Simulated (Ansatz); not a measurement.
Total energies of `B[N]CC` radical.

```xyz
11

B     1.676    1.019   -0.846
N     0.467    0.626   -0.445
C    -0.739   -0.051   -0.271
C    -0.836   -0.824    1.034
H     2.188    2.010   -0.395
H     2.257    0.359   -1.677
H    -1.576    0.656   -0.363
H    -0.855   -0.740   -1.126
H    -1.797   -1.339    1.101
H    -0.747   -0.150    1.888
H    -0.037   -1.566    1.101
```

Total charge 0; spin multiplicity 2. Geometry: relaxed with PBE0-D4/def2-TZVP. It is one conformer, not always the lowest. Basis def2-TZVPP, the Gaussian-basis code of Ansatz.

RPA on PBE orbitals: Hartree–Fock energy of these orbitals -158.92270 Eh, correlation -1.10595 Eh (frozen core).

```
             functional  energy without D4 (Eh)  D4 term (kJ/mol)
            LDA (SPW92)              -158.53473                 –
                    PBE              -159.81739             -15.2
                 revPBE              -159.99546             -54.2
                   BLYP              -159.96775             -34.2
                 r2SCAN              -159.94417              -3.9
                 B97M-V              -160.04462                 –
                   PBE0              -159.84031             -12.7
                  B3LYP              -160.05856             -24.1
                r2SCANh              -159.93763              -4.0
                r2SCAN0              -159.92886              -4.4
HSE06 (plane-wave form)              -159.83039             -11.6
                  BHLYP              -159.94823             -16.4
              CAM-B3LYP              -159.95360             -12.6
                LC-ωPBE              -159.93391                 –
                ωB97X-V              -159.99158                 –
                ωB97M-V              -159.95092                 –
                 B2PLYP              -159.89062                 –
               PBE-QIDH              -159.81063                 –
```

B3LYP takes the VWN-RPA correlation (the form of Gaussian; ORCA's B3LYP/G). HSE06 is the plane-wave form, built on full-range PBE exchange. The double hybrids freeze the cores in their second-order part.

LC-ωPBE has ω = 0.4 bohr⁻¹.
